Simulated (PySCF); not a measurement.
**The 14-electron isoelectronic series, spin-free X2C**

All values are computed (PySCF 2.14, energy differences of UHF-based or UKS calculations, no spin-orbit coupling). Each ion has its own even-tempered basis scaled to its charge (18s12p5d4f for the first); frozen: 1s2. Ionisation energies in eV.

```csv
ion,configuration,UHF,LDA,PBE,PBE0,r2SCAN,MP2 (outer shells),CCSD (outer shells),"NIST (with spin-orbit, Breit and QED)"
Pd(32+),[Ne] 3s2 3p2 (3P),1940.0,1941.3,1941.7,1941.6,1942.0,1940.5,1940.4,1962 ± 4 (s)
Ag(33+),[Ne] 3s2 3p2 (3P),2052.4,2053.7,2054.1,2054.0,2054.4,2052.9,2052.8,2077 ± 4 (s)
Cd(34+),[Ne] 3s2 3p2 (3P),2167.9,2169.2,2169.7,2169.6,2170.0,2168.4,2168.3,2195 ± 4 (s)
In(35+),[Ne] 3s2 3p2 (3P),2286.7,2288.0,2288.5,2288.4,2288.8,2287.3,2287.2,2317 ± 5 (s)
Sn(36+),[Ne] 3s2 3p2 (3P),2408.8,2410.1,2410.6,2410.5,2410.9,2409.3,2409.2,2443 ± 5 (s)
Sb(37+),[Ne] 3s2 3p2 (3P),2534.2,2535.4,2536.0,2535.9,2536.3,2534.7,2534.6,2567 ± 4 (t)
Te(38+),[Ne] 3s2 3p2 (3P),2662.8,2664.1,2664.6,2664.5,2664.9,2663.3,2663.2,2700 ± 4 (t)
I(39+),[Ne] 3s2 3p2 (3P),2794.7,2796.0,2796.6,2796.4,2796.9,2795.2,2795.1,2836 ± 4 (t)
Xe(40+),[Ne] 3s2 3p2 (3P),2930.0,2931.2,2931.8,2931.7,2932.1,2930.5,2930.4,2975 ± 4 (t)
Cs(41+),[Ne] 3s2 3p2 (3P),3068.5,3069.8,3070.4,3070.3,3070.7,3069.0,3069.0,3118 ± 4 (t)
```

Each ion has its own basis, which adds noise of up to about 0.1 % along the series.

NIST values marked (s) are semi-empirical, (t) theoretical. Open shells are high-spin determinants of the terms that Hund's rules give.

Spin-orbit coupling of the open shells is absent from the calculated values and included in NIST's; it grows fast with Z.
